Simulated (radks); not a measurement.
The numbers below are computed, except where a source is named.
Question: Ionisation of neutral platinum, [Xe] 4f14 5d9 6s1, to Pt+, [Xe] 4f14 5d9, under several functionals. Dirac Kohn-Sham, spin-unpolarised, spherical densities, point nucleus; open shells fill j = l - 1/2 first; a radial shooting solver on a logarithmic mesh with Libxc functionals. The NIST Atomic Spectra Database gives 8.959 eV (measured). Rank these functionals by the error of their Delta-SCF ionisation energy: LDA (Slater exchange, VWN5 correlation); BLYP; B86b exchange with PBE correlation; revPBE; PBEsol; PBE; exchange-only PBE; LDA (Slater exchange, Perdew-Wang correlation); BP86.

Answer: From best to worst: revPBE 9.072 eV (+0.113); PBE 9.193 eV (+0.234); B86b exchange with PBE correlation 9.217 eV (+0.258); PBEsol 9.224 eV (+0.265); BLYP 9.238 eV (+0.280); BP86 9.369 eV (+0.410); exchange-only PBE 8.545 eV (-0.414); LDA (Slater exchange, VWN5 correlation) 9.533 eV (+0.574); LDA (Slater exchange, Perdew-Wang correlation) 9.533 eV (+0.575). Spin polarisation and multiplet splitting are left out, so open shells lie too high by an amount that depends on their filling.

Beside tabulated values, note that spin-unpolarised runs miss the spin-polarisation part of the exchange energy of open shells.
